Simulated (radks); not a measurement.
Task: The mean radii <r> (bohr) of the occupied orbitals of an atom or ion are listed with their occupations. Method: Dirac Kohn-Sham, LDA (Slater exchange, Perdew-Wang correlation), spin-unpolarised, spherical densities, finite nucleus; Fermi nuclear charge, rms radius of each element as measured or else 0.836 A^(1/3) + 0.57 fm; computed with a radial shooting solver on a logarithmic mesh with Libxc functionals.

orbital  occ.      <r>
1s1/2       2  0.03613
2s1/2       2   0.1579
2p1/2       2   0.1347
2p3/2       4   0.1392
3s1/2       2   0.4438
3p1/2       2   0.4390
3p3/2       4   0.4495
3d3/2       4   0.4308
3d5/2       6   0.4343
4s1/2       2    1.135
4p1/2       2    1.233
4p3/2       4    1.259
4d3/2       1    1.600

Name the element and its charge. Open shells, if any, fill j = l - 1/2 first.

Result: Z = 41, niobium, charge +4: Nb4+ in [Kr] 4d1. The 1s radius gives Z: for a bare nucleus <r> = (2 gamma + 1)/(2Z) with gamma = sqrt(1 - (Z/c)^2), 0.03547 bohr for Z = 41, and screening makes it slightly larger (0.03613 here). The occupations add up to 37, and the charge is Z minus that.
